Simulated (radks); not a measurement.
Q: The mean radii <r> (bohr) of the occupied orbitals of an atom or ion are listed with their occupations. Method: scalar-relativistic Kohn-Sham, PBE, spin-unpolarised, spherical densities, finite nucleus; Fermi nuclear charge, rms radius of each element as measured or else 0.836 A^(1/3) + 0.57 fm; computed with a radial shooting solver on a logarithmic mesh with Libxc functionals.

| orbital | occ. | <r> |
|---|---|---|
| 1s | 2 | 0.02232 |
| 2s | 2 | 0.09512 |
| 2p | 6 | 0.08389 |
| 3s | 2 | 0.2496 |
| 3p | 6 | 0.2480 |
| 3d | 10 | 0.2259 |
| 4s | 2 | 0.5661 |
| 4p | 6 | 0.5994 |
| 4d | 10 | 0.6542 |
| 5s | 2 | 1.381 |
| 5p | 6 | 1.626 |
| 4f | 7 | 0.9673 |
| 6s | 1 | 3.860 |

Name the element and its charge.

A: Z = 63, europium, charge +1: Eu+ in [Xe] 4f7 6s1. The 1s radius gives Z: for a bare nucleus <r> = (2 gamma + 1)/(2Z) with gamma = sqrt(1 - (Z/c)^2), 0.02203 bohr for Z = 63, and screening makes it slightly larger (0.02232 here). The occupations add up to 62, and the charge is Z minus that.
